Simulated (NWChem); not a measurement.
Molecule: C$_{4}$H$_{6}$O; SMILES C=C1COC1

```xyz
11

C      0.0000     0.0000    -1.9324
C      0.0000     0.0000    -0.5955
C      0.0000     1.0383     0.5052
O      0.0000     0.0000     1.5133
C      0.0000    -1.0383     0.5052
H      0.0000    -0.9414    -2.5037
H      0.0000     0.9414    -2.5037
H     -0.9045     1.6898     0.5587
H      0.9045     1.6898     0.5587
H      0.9045    -1.6898     0.5587
H     -0.9045    -1.6898     0.5587
```
Atoms are numbered in this order, from 1.

Program: NWChem. Pople sets run with spherical d functions. Geometry: optimised at PBE-D3(BJ)/def2-SVP. Vzz is the largest principal value of the second derivative of the potential at the nucleus (NWChem prints the opposite sign); η is the asymmetry. Non-relativistic.

| level | Vzz O4 (a.u.) | η O4 |
|---|---|---|
| PBE/6-31G* | -1.906 | 0.71 |
| PBE/def2-TZVP | -1.975 | 0.75 |
| Hartree-Fock/def2-SVP | [?] | 0.81 |
| Hartree-Fock/cc-pVTZ | -2.087 | 0.82 |

Fill in the missing entries.


- Hartree-Fock/def2-SVP, Vzz O4 (a.u.): -2.059
